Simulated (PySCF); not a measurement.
Method: B3LYP-D3(BJ)/def2-TZVP // r2SCAN-D4/def2-SVP (PySCF). All species are isolated molecules in the gas phase. B3LYP has the VWN-RPA correlation part, as in Gaussian. 

Reference species: [Hf(Cl)2(H)2] (neutral, multiplicity 1).

The HOMO–LUMO gap comes out as 5.99 eV and the HOMO comes out as -8.61 eV.

Changed species: [Hf(Cl)4] (0 of 4 Cl replaced by H; the reference has 2 of 4 Cl replaced by H).

Problem. Give the shifts of the HOMO–LUMO gap and HOMO.

Solution. the HOMO–LUMO gap increases by 1.01 eV, to 7.00 eV; the HOMO falls by 0.81 eV, to -9.42 eV.
